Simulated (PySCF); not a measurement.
Indium: a sound run and one with changed settings

Sound run: In [Kr] 4d10 5s2 5p1, In⁺ [Kr] 4d10 5s2. Computed with PySCF 2.14 in x2c-TZVPall (8s6p4d2f, 60 functions), with the spin-free X2C one-electron Hamiltonian (Gaussian nucleus). In the sound run the correlated levels freeze [Kr] 4d10. The sound run starts from symmetry-adapted Hartree-Fock orbitals and uses a fine grid where one is needed.

Changed run: initial guess minao, at most 50 SCF cycles.

```csv
species,method,sound run (hartree),changed run (hartree),converged
In,UHF,-5878.24074,-5878.24074,yes
In,PBE0,-5880.57082,-5880.57082,yes
In⁺,UHF,-5878.04944,-5878.04944,yes
In⁺,PBE0,-5880.36450,-5880.36450,yes
```

Here the plain start reaches the same solutions.
